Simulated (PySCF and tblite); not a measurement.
The numbers below are computed, except where a source is named.
2 diastereomers of C₇H₁₂F₂O₂, numbered alike:

```tsv
isomer	SMILES	descriptors (one enantiomer)
A	[CH3:1][O:2][C@@H:3]1[CH2:4][O:5][CH2:6][C@H:7]([CH:8]([F:9])[F:10])[CH2:11]1	3S, 7R
B	[CH3:1][O:2][C@H:3]1[CH2:4][O:5][CH2:6][C@H:7]([CH:8]([F:9])[F:10])[CH2:11]1	3R, 7R
```

Each isomer is a Boltzmann average at 298.15 K over at most 6 conformers: GFN2-xTB geometries, energies CAM-B3LYP/6-31G* (D3(BJ) added where defined), GFN2-xTB thermal terms. Programs: PySCF with density fitting and tblite.

(1) Rank the isomers by free energy at 298.15 K.

(2) If they could interconvert freely, what would the mixture hold (chiral isomers as racemates)?

The conformer set may be incomplete (the search or the number kept was capped).

Answers

(1) 
```tsv
isomer	ΔG (kcal/mol)	ΔE, lowest conformer	conformers	largest weight %	rms dipole (D)
A	0.0	0.0	6	71	2.98
B	0.8	1.8	6	24	2.41
```

ΔG is for one enantiomer.

(2) A 80 %, B 20 %. A racemate gains RT ln 2.
